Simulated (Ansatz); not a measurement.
Basis-set extrapolation for `OC([SiH3])([SiH3])S` (PBE0-D4/def2-TZVP geometry, frozen core, the Gaussian-basis code of Ansatz). Multiplicity 1, RHF reference.

```json
{"": "HF", "def2-TZVPP": "-1092.837883", "def2-QZVPP": "-1092.872706"}
{"": "MP2 correlation", "def2-TZVPP": "-0.851377", "def2-QZVPP": "-0.916735"}
{"": "CCSD(T) correlation", "def2-TZVPP": "-0.953376", "def2-QZVPP": "not run"}
```

Energies in hartree. Use E(X) = E(∞) + A·exp(−7.88·√X) for Hartree–Fock and E(X) = E(∞) + B·X^(−2.97) for correlation, with X = 3 and 4, and add CCSD(T) minus MP2 of the smaller set to the MP2 limit.

Question: What is the CCSD(T) energy at the basis-set limit?

Answer: HF limit: -1092.872706 + (-0.034823) × 0.13774 = -1092.87750. MP2 limit: -0.916735 + (-0.065358) × 0.74074 = -0.96515. Higher-order term: -0.953376 − (-0.851377) = -0.10200. Total: -1093.94465 hartree, 4.17 eV below CCSD(T)/def2-TZVPP.
